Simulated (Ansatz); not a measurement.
`[SiH3]C1(Cl)C=C1`. Charge 0, multiplicity 1. The structure was optimised at the PBE0-D4/def2-TZVP level.

```xyz
10

Si    1.379   -0.511    0.261
C    -0.228    0.178   -0.412
Cl    0.022    0.547   -2.192
C    -1.210    1.011    0.306
C    -1.595   -0.184    0.004
H     1.182   -0.810    1.706
H     1.737   -1.757   -0.462
H     2.464    0.489    0.103
H    -1.401    1.989    0.715
H    -2.350   -0.952   -0.028
```

Task: What is the dipole moment at ωB97M-V/def2-TZVPP? (Estimate.)

Result: Ansatz gave: 2.67 D, with components (-1.56, -0.05, 2.17) D in this frame, pointing from negative to positive charge.

Task: And with PBE, r2SCAN, B3LYP? (An estimate is asked.)

Result: Ansatz gave: PBE 2.56 D, r2SCAN 2.71 D, B3LYP 2.65 D.

Task: Give the Mulliken charges with ωB97M-V, r2SCAN, B3LYP in def2-TZVPP. (Best estimate.)

Result: The calculation gave: 
```tsv
atom	ωB97M-V	r2SCAN	B3LYP
Si1	0.18	0.29	0.28
C2	-0.06	0.08	0.03
Cl3	-0.18	-0.23	-0.22
C4	-0.12	-0.14	-0.15
C5	-0.12	-0.14	-0.15
H6	-0.03	-0.08	-0.08
H7	-0.01	-0.06	-0.05
H8	-0.01	-0.06	-0.05
H9	0.19	0.16	0.20
H10	0.19	0.16	0.20
```

B3LYP here is the variant with VWN-RPA as its local correlation; programs differ in this.
